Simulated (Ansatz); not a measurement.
C$_{5}$H$_{9}$N (SMILES C=CN(C)C=C), singlet, at a GFN2-xTB geometry; CAM-B3LYP/def2-SVP run with Ansatz (a program for electronic structure).

Here is a job for Ansatz.
Ansatz 0.2 input:
```yaml
crystal:
  periodic: [false, false, false]
  atoms:
    - {symbol: C, position_ang: [2.19262845, -0.38267654, -0.34075914]}
    - {symbol: C, position_ang: [0.90500956, -0.62743873, -0.11023396]}
    - {symbol: N, position_ang: [-0.09646222, 0.30935866, -0.00020453]}
    - {symbol: C, position_ang: [0.25848405, 1.69979668, -0.14202526]}
    - {symbol: C, position_ang: [-1.41034213, -0.02921059, 0.23687949]}
    - {symbol: C, position_ang: [-1.94519696, -1.23826402, 0.38854203]}
    - {symbol: H, position_ang: [2.60161442, 0.60205293, -0.47084175]}
    - {symbol: H, position_ang: [2.88868253, -1.19821050, -0.40610849]}
    - {symbol: H, position_ang: [0.56970521, -1.64527916, 0.00961750]}
    - {symbol: H, position_ang: [0.69624699, 1.88453964, -1.12723967]}
    - {symbol: H, position_ang: [-0.62495958, 2.32481839, -0.03165992]}
    - {symbol: H, position_ang: [0.98830587, 1.98818468, 0.61997242]}
    - {symbol: H, position_ang: [-2.05960671, 0.83486109, 0.30069365]}
    - {symbol: H, position_ang: [-2.99918875, -1.33356742, 0.57052582]}
    - {symbol: H, position_ang: [-1.38906212, -2.15615129, 0.34205315]}
basis:
  gaussian:
    orbitals: def2-SVP
hamiltonian:
  xc: cam_b3lyp
```

Problem. What does Ansatz print? Leave out banner, timings and long lists.

Solution. 
```
Functional definition: CAM-B3LYP
1484 factors; their error is unknown
360 factors; integrals over basis functions are off by at most 8.5e-6 eV
mean field evaluation 1: about -6805.8474 eV, gradient 4.8e1 eV
mean field evaluation 2: about -6808.2885 eV, gradient 3.7e1 eV
mean field evaluation 4: about -6811.5888 eV, gradient 2.6e0 eV
mean field evaluation 8: about -6811.5990 eV, gradient 2.9e-2 eV
mean field evaluation 16: about -6811.5600 eV, gradient 6.8e-5 eV
mean field -6811.56000477 eV, -250.3202131341 hartree, gradient 6.8e-5 eV, S^2 0.000000; 0 other end points of the search recorded, 0 dependent functions left out
reference -6811.56012509 eV, -250.3202175558 hartree; 23, 23 occupied and 106, 106 virtual orbitals, 1484 factors
Total energy: -6811.56012509 eV, -250.3202175558 hartree
```
